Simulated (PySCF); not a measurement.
Al(Cl)(F)(OSiH3) (AlClFH3OSi), SMILES [Al]([Cl])([O][SiH3])[F].

Coordinates come from a B3LYP-D3(BJ)/def2-SVP optimisation. The structure was generated by enumeration; whether it is a known compound was not checked. Other conformers were not sampled.

The numbers are results of IEF-PCM-ωB97X/def2-SVP in PySCF, not measurements.

The values are the electrostatic part of the solvation free energy, E(continuum) − E(gas) at the gas-phase geometry, in a cavity of scaled van der Waals radii (PySCF's table); cavitation and dispersion terms are not included. A continuum can't describe solvent molecules that bind to the metal. In vacuum the orbital gap is 12.51 eV. The dipole moment in vacuum is 1.39 D.

### Question
Estimate the values in water (ε = 78.36), acetone (ε = 20.49), methanol (ε = 32.61). (The exact figures need the calculation; the answer reports its results.)

### Answer

```json
[
 {"solvent": "water", "ε": "78.36", "ΔG(elec) (kcal/mol)": "-6.3", "dipole (D)": "1.52", "gap (eV)": "12.73"},
 {"solvent": "acetone", "ε": "20.49", "ΔG(elec) (kcal/mol)": "-5.9", "dipole (D)": "1.51", "gap (eV)": "12.72"},
 {"solvent": "methanol", "ε": "32.61", "ΔG(elec) (kcal/mol)": "-6.1", "dipole (D)": "1.51", "gap (eV)": "12.73"}
]
```
